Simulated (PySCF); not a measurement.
C₅H₁₂Te (SMILES C[Te]C(C)(C)C), singlet, at a GFN2-xTB geometry (core potentials on Te). Base run: DF-R2SCAN/def2-SV(P) (PySCF).

Input for PySCF:
```python
from pyscf import gto, scf, dft

mol = gto.Mole()
mol.atom = '''
    Te   -0.251068    0.505871    0.736246
    C    -0.596440    2.038333   -0.756707
    H    -1.008305    2.899197   -0.246492
    H    -1.305635    1.694790   -1.499592
    H     0.331338    2.322662   -1.237676
    C     0.428001   -1.058438   -0.670138
    C    -0.702185   -1.428026   -1.615259
    C     1.629705   -0.561768   -1.454711
    C     0.815150   -2.259603    0.177565
    H    -0.379546   -2.219776   -2.292711
    H    -1.001547   -0.574079   -2.219352
    H    -1.569668   -1.785454   -1.063566
    H     1.367068    0.297672   -2.067702
    H     2.441454   -0.279198   -0.786903
    H     1.993036   -1.347527   -2.118381
    H     1.620415   -2.007244    0.864648
    H    -0.033214   -2.614237    0.759702
    H     1.154766   -3.075090   -0.461279
'''
mol.basis = 'def2-sv(p)'
mol.ecp = {'Te': 'def2-sv(p)'}
mol.charge = 0
mol.spin = 0
mol.verbose = 4
mol.max_memory = 1800
mol.build()

mf = dft.RKS(mol)
mf.xc = 'r2scan'
mf = mf.density_fit(auxbasis='def2-universal-jkfit')
mf.kernel()
```

The job was repeated with other settings on one machine. Differences are taken from the largest basis of the def2 family in the series, which isn't the basis-set limit (def2-TZVPP: -4.814 eV). The cheapest run took about 40 core-seconds (a rough figure).

```json
[
 {"setting": "def2-SV(P)", "basis functions": "120", "cost, times the cheapest (rough)": "1", "difference in HOMO energy (eV)": "0.114"},
 {"setting": "def2-SVP", "basis functions": "156", "cost, times the cheapest (rough)": "1", "difference in HOMO energy (eV)": "0.114"},
 {"setting": "def2-TZVP", "basis functions": "277", "cost, times the cheapest (rough)": "3", "difference in HOMO energy (eV)": "0.001"},
 {"setting": "def2-TZVPP", "basis functions": "373", "cost, times the cheapest (rough)": "6", "difference in HOMO energy (eV)": "reference"}
]
```

Times come from a shared machine, hold the start-up and are rough.
